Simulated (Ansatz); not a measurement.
A nudged elastic band was laid between two geometries of BH3O2 + FH (8 atoms, charge 0, multiplicity 1).

All numbers below come from RKS B3LYP-D4/def2-SVP in Ansatz.

* movable images: 5
* climbing image: yes
* spring: 5.0 eV/Å²
* optimiser: quadratic models (default)
* start path: through a guess of the saddle point
* force threshold: 0.05 eV/Å
* iteration limit: 60
* end points: relaxed

Image 0:

```xyz
8
Properties=species:S:1:pos:R:3
B -0.026 -0.316 0.011
O -0.097 -0.182 1.383
H -0.947 -0.416 1.782
H 1.034 -0.091 -0.501
O -1.056 -0.703 -0.774
H -1.903 -0.851 -0.334
F -0.198 2.428 1.059
H 0.019 1.588 1.414
```

Image 6:

```xyz
8
Properties=species:S:1:pos:R:3
B -0.189 0.417 -0.333
O -0.015 -0.032 2.033
H -0.970 -0.187 2.073
H 0.858 -0.091 -0.643
O -1.394 -0.190 -0.479
H -1.311 -1.106 -0.766
F -0.218 1.723 -0.033
H 0.065 0.921 2.189
```

Problem. Which bonds break or form, and what moves?

Solution. Bonds broken: B1–O2, F7–H8. Bonds formed: B1–F7, O2–H8. BH3O2 + FH becomes BFH2O + H2O.

Problem. What energy profile does the band end with?

Solution. The run converged. The highest image is number 3 of 0 to 6, 0.78 eV above the first end and 1.08 eV above the last; the last end lies 0.30 eV below the first. The profile has 2 maxima (images 3, 5) with wells between them (image 4): this band takes more than one step, which may be the mechanism or a detour left from its start path. A vibrational analysis at the climbing image gives one clearly imaginary mode, 961i cm⁻¹: a first-order saddle point. The orbitals stay closed-shell, which can raise the energy where a bond breaks towards radicals; this wasn't checked here.

```
image  path coordinate (Å)  energy (eV)  B1–O2 (Å)  F7–H8 (Å)  B1–F7 (Å)
    0                 0.00         0.00       1.38       0.94       2.94
    1                 0.53         0.02       1.38       0.94       2.71
    2                 1.06         0.23       1.41       0.95       2.26
    3                 1.59         0.78       1.53       1.14       1.72
    4                 2.96        -0.27       2.31       2.65       1.35
    5                 4.33        -0.21       2.35       2.78       1.33
    6                 5.70        -0.30       2.41       2.38       1.34
```

Problem. What is the geometry of the highest image?

Solution. 
```xyz
8
Properties=species:S:1:pos:R:3
B 0.008 0.059 0.069
O -0.014 -0.040 1.600
H -0.758 -0.564 1.930
H 1.113 0.000 -0.392
O -1.018 -0.523 -0.622
H -1.906 -0.332 -0.296
F -0.333 1.711 0.381
H -0.267 1.144 1.373
```

Run time: 2.5 min on 2 threads of Arm Neoverse V1, with other jobs on the host, peak memory 0.14 GiB.
